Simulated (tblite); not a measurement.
A geometry optimisation, step by step.

Species: C₃H₄BBrF (doublet state).
Numbering: `[BH2:1][C:2]1[C@@H:3]([Br:4])[C@H:5]1[F:6]` (hydrogens: H7, H8 on B1; H9 on C3; H10 on C5)

Computed with GFN2-xTB (tblite), gas phase: L-BFGS steps from a force-field or distance-geometry start until the largest atomic force falls under 0.01 eV/Å. 9 of its 58 geometries are shown.

Step 0: E = -499.3099 eV, largest atomic force 4.343 eV/Å
```
atom  x, y, z in Å  |  force x, y, z in eV/Å
B1      1.090   -0.406   -1.238   -0.919   1.710  -0.563
C2     -0.152    0.441   -0.662    2.236  -3.321   1.684
C3     -0.012    0.642    0.858   -0.601  -0.501  -1.189
Br4    -0.810    2.329    1.428    0.466  -0.364   0.216
C5     -1.001   -0.382    0.320   -0.044   1.704  -0.503
F6     -2.328    0.023    0.329    0.799  -1.023   0.393
H7      1.286   -1.513   -0.899   -0.242   0.235   0.062
H8      1.808    0.102   -2.024   -0.116  -0.169   0.209
H9      0.876    0.215    1.364   -0.640   0.999  -0.050
H10    -0.749   -1.447    0.501   -0.939   0.732  -0.256
```

Step 7: E = -500.1472 eV, largest atomic force 0.523 eV/Å
```
atom  x, y, z in Å  |  force x, y, z in eV/Å
B1      1.120   -0.392   -1.353   -0.191   0.238   0.221
C2      0.005    0.237   -0.574   -0.050  -0.125   0.208
C3     -0.036    0.652    0.836    0.064  -0.213   0.055
Br4    -0.738    2.341    1.466   -0.118   0.256  -0.082
C5     -1.006   -0.376    0.339    0.006  -0.168  -0.092
F6     -2.334   -0.060    0.322    0.289   0.158  -0.237
H7      1.258   -1.498   -0.973    0.141  -0.126  -0.488
H8      1.855    0.157   -2.078   -0.135  -0.092   0.086
H9      0.812    0.392    1.459   -0.075  -0.023   0.081
H10    -0.927   -1.447    0.533    0.069   0.096   0.248
```

Step 14: E = -500.4418 eV, largest atomic force 0.570 eV/Å
```
atom  x, y, z in Å  |  force x, y, z in eV/Å
B1      1.132   -0.414   -1.386   -0.129   0.191   0.082
C2      0.175    0.013   -0.346    0.030   0.104   0.007
C3     -0.071    0.625    0.958    0.251   0.181  -0.170
Br4    -0.754    2.483    1.346    0.041  -0.377  -0.398
C5     -0.992   -0.440    0.452   -0.015   0.312  -0.120
F6     -2.227    0.000    0.050    0.103  -0.300   0.088
H7      1.315   -1.544   -1.556   -0.168  -0.539   0.079
H8      1.787    0.241   -2.079    0.012   0.539  -0.015
H9      0.696    0.498    1.701   -0.044  -0.319   0.355
H10    -1.053   -1.458    0.840   -0.082   0.207   0.092
```

Step 21: E = -500.6120 eV, largest atomic force 0.410 eV/Å
```
atom  x, y, z in Å  |  force x, y, z in eV/Å
B1      1.137   -0.428   -1.422   -0.171   0.295   0.228
C2      0.274   -0.072   -0.276   -0.082  -0.048   0.128
C3     -0.017    0.605    0.994   -0.006   0.188  -0.066
Br4    -0.734    2.455    1.126    0.284  -0.149  -0.195
C5     -0.955   -0.425    0.467   -0.047  -0.084   0.039
F6     -2.167   -0.030   -0.026    0.096  -0.020   0.006
H7      1.242   -1.552   -1.728   -0.042  -0.004  -0.014
H8      1.711    0.397   -2.014    0.068   0.017  -0.036
H9      0.598    0.423    1.869   -0.108   0.022  -0.066
H10    -1.079   -1.368    0.987    0.010  -0.216  -0.026
```

Step 28: E = -500.6937 eV, largest atomic force 0.240 eV/Å
```
atom  x, y, z in Å  |  force x, y, z in eV/Å
B1      1.096   -0.349   -1.415   -0.012  -0.073   0.040
C2      0.328   -0.185   -0.169   -0.002  -0.040   0.085
C3     -0.013    0.568    1.038   -0.060   0.033  -0.025
Br4    -0.517    2.434    0.816    0.029   0.157  -0.023
C5     -0.936   -0.487    0.522   -0.070  -0.020  -0.227
F6     -2.091   -0.098   -0.094   -0.155  -0.090   0.016
H7      1.133   -1.435   -1.857    0.058   0.032  -0.079
H8      1.669    0.523   -1.948   -0.053  -0.023   0.098
H9      0.458    0.434    1.996    0.198  -0.021   0.134
H10    -1.118   -1.399    1.088    0.068   0.044  -0.021
```

Step 36: E = -500.7113 eV, largest atomic force 0.108 eV/Å
```
atom  x, y, z in Å  |  force x, y, z in eV/Å
B1      1.093   -0.357   -1.400    0.010  -0.022  -0.042
C2      0.323   -0.211   -0.154   -0.087   0.007  -0.064
C3     -0.022    0.568    1.034   -0.050   0.026   0.013
Br4    -0.445    2.459    0.768    0.004  -0.015  -0.006
C5     -0.953   -0.490    0.516   -0.010  -0.023  -0.001
F6     -2.126   -0.145   -0.091    0.046  -0.002   0.013
H7      1.136   -1.414   -1.901    0.048   0.030  -0.028
H8      1.650    0.552   -1.883    0.017  -0.019   0.023
H9      0.456    0.443    1.994    0.037  -0.014   0.042
H10    -1.103   -1.400    1.093   -0.014   0.031   0.052
```

Step 43: E = -500.7158 eV, largest atomic force 0.066 eV/Å
```
atom  x, y, z in Å  |  force x, y, z in eV/Å
B1      1.086   -0.356   -1.407    0.044   0.004   0.013
C2      0.297   -0.227   -0.170    0.021   0.003   0.012
C3     -0.025    0.568    1.020    0.000  -0.065  -0.012
Br4    -0.420    2.457    0.752   -0.016   0.016  -0.017
C5     -0.965   -0.495    0.523   -0.043   0.015   0.030
F6     -2.143   -0.162   -0.077   -0.018   0.014   0.007
H7      1.168   -1.397   -1.934   -0.013  -0.003   0.004
H8      1.663    0.562   -1.843    0.009   0.026  -0.012
H9      0.459    0.437    1.979    0.018  -0.004  -0.031
H10    -1.111   -1.384    1.133   -0.002  -0.005   0.006
```

Step 50: E = -500.7167 eV, largest atomic force 0.019 eV/Å
```
atom  x, y, z in Å  |  force x, y, z in eV/Å
B1      1.093   -0.354   -1.404   -0.009  -0.005  -0.007
C2      0.288   -0.227   -0.177    0.012   0.009   0.003
C3     -0.027    0.566    1.016    0.007  -0.018  -0.001
Br4    -0.425    2.456    0.751   -0.007  -0.003  -0.007
C5     -0.971   -0.495    0.524   -0.005   0.005   0.008
F6     -2.154   -0.158   -0.065    0.001   0.008   0.010
H7      1.175   -1.397   -1.929    0.007  -0.003  -0.004
H8      1.671    0.565   -1.840   -0.001   0.000   0.012
H9      0.472    0.432    1.966    0.000   0.011  -0.002
H10    -1.114   -1.383    1.136   -0.005  -0.006  -0.012
```

Step 57: E = -500.7170 eV, largest atomic force 0.008 eV/Å
```
atom  x, y, z in Å  |  force x, y, z in eV/Å
B1      1.093   -0.356   -1.404    0.003   0.001   0.002
C2      0.285   -0.229   -0.179   -0.001   0.000  -0.001
C3     -0.024    0.562    1.015   -0.002   0.006   0.001
Br4    -0.432    2.452    0.744    0.001  -0.007   0.000
C5     -0.973   -0.494    0.526    0.005  -0.003  -0.005
F6     -2.156   -0.148   -0.055   -0.002   0.002   0.002
H7      1.181   -1.397   -1.931   -0.002   0.002  -0.001
H8      1.673    0.566   -1.833   -0.002  -0.003   0.001
H9      0.479    0.435    1.964   -0.001   0.002   0.001
H10    -1.117   -1.388    1.131    0.000   0.001   0.001
```

Problem. Summarise the path.

Solution. The energy falls by 32.45 kcal/mol from step 0 to step 57; nine tenths of that is first reached at step 20. It falls at every step. The largest force goes from 4.343 to 0.008 eV/Å. Among the bonds B1–C2 changes most, from 1.610 to 1.473 Å; the atoms move by 0.654 Å rms after alignment.

Problem. Follow the three bonds and two angles with the largest change from start to end.

Solution. 
```csv
step,E above end (kcal/mol),largest force (eV/Å),B1–C2 (Å),C2–C3 (Å),C2–C5 (Å),B1–C2–C5 (°),B1–C2–C3 (°)
0,32.45,4.343,1.610,1.540,1.536,111.9,110.6
2,18.60,1.692,1.458,1.476,1.477,124.2,121.0
5,14.85,0.754,1.494,1.472,1.479,128.0,126.4
7,13.14,0.523,1.498,1.471,1.495,130.5,129.6
10,11.08,0.667,1.481,1.456,1.483,133.9,133.2
12,8.68,0.623,1.475,1.454,1.475,139.2,140.7
15,5.35,0.543,1.476,1.466,1.489,143.8,151.9
17,3.98,0.500,1.474,1.465,1.483,144.1,151.9
20,2.93,0.318,1.474,1.466,1.478,144.6,151.8
22,2.24,0.401,1.477,1.468,1.478,144.8,154.2
25,1.04,0.273,1.471,1.464,1.469,144.7,151.9
27,0.69,0.204,1.476,1.464,1.470,145.0,150.8
30,0.32,0.123,1.473,1.465,1.472,144.8,152.0
32,0.25,0.125,1.472,1.465,1.468,144.5,151.3
35,0.16,0.119,1.471,1.463,1.467,144.9,150.0
37,0.11,0.075,1.472,1.463,1.469,145.7,149.8
40,0.08,0.068,1.473,1.467,1.465,146.4,149.4
42,0.04,0.111,1.473,1.469,1.463,147.1,148.3
45,0.02,0.037,1.473,1.465,1.466,147.7,147.7
47,0.01,0.039,1.473,1.465,1.467,148.1,147.6
50,0.01,0.019,1.473,1.466,1.466,148.5,147.3
52,0.00,0.037,1.473,1.466,1.466,148.5,147.3
55,0.00,0.018,1.473,1.465,1.467,148.6,147.3
57,0.00,0.008,1.473,1.466,1.467,148.7,147.2
```

The cost below is that of the whole relaxation. Time: 0.25 s of wall time. Hardware: an Arm Neoverse V2 with one thread, shared host with 96 logical CPUs at a one-minute load of 53.
